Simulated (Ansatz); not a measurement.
`BO[SiH2]F` + H₂O → `BO` + `O[SiH2]F` at 400 K and 1 bar (formal hydrolysis of a B–O bond).

Isolated molecules relaxed with PBE0-D4/def2-TZVP in Ansatz; ΔE leaves out vibrations. CBS: MP2 limit from def2 TZ/QZ plus the TZ coupled-cluster correction, frozen cores. This one scheme is used for every species. Each species was taken in one conformer, which may not be the lowest.

```csv
species,CCSD(T)/CBS energy (Eh),H − E (kJ/mol),S (J/(mol·K))
`BO[SiH2]F`,-491.38453,148.0,340.9
H₂O,-76.37941,69.8,198.6
`BO`,-101.80414,108.2,244.0
`O[SiH2]F`,-465.96250,110.6,296.9
```

H − E and S are ideal-gas, rigid-rotor, harmonic terms from PBE0-D4/def2-TZVP, for one conformer and one mirror image of each species. 1 Eh = 2625.50 kJ/mol, R = 8.31446 J/(mol·K).

Task: By hand: ΔE, ΔH, ΔS and ΔG.

Result: ΔE = (-101.80414) + (-465.96250) − (-491.38453) − (-76.37941) = -0.00270 Eh = -7.1 kJ/mol. Δ(H − E) = 108.2 + 110.6 − 148.0 − 69.8 = 1.0, so ΔH = -6.1 kJ/mol. ΔS = 244.0 + 296.9 − 340.9 − 198.6 = 1.4 J/(mol·K). ΔG = -6.1 − 400 × (1.4)/1000 = -6.7 kJ/mol.

Task: By hand: the equilibrium constant, and the temperature at which ΔG would vanish if ΔH and ΔS stayed fixed.

Result: log₁₀ K = −ΔG/(RT ln 10) = 0.9. ΔH and −TΔS have one sign here, so there is no such temperature. One of them is within its doubt of zero, so this could turn.

The number of gas molecules stays the same, so ΔS is small and ΔH decides. A doubt of 5 kJ/mol in ΔE shifts log₁₀ K by 0.7 here. Other conformers and mirror images would add mixing entropy, several J/(mol·K) or more a flexible species. Modes under 60 cm⁻¹, often nearly free rotors, make the harmonic entropy too high. These are equilibria of isolated gas molecules and say nothing of rates. Largest T1 diagnostic: 0.014 (customary marks: 0.02 for closed shells, 0.045 for open ones).
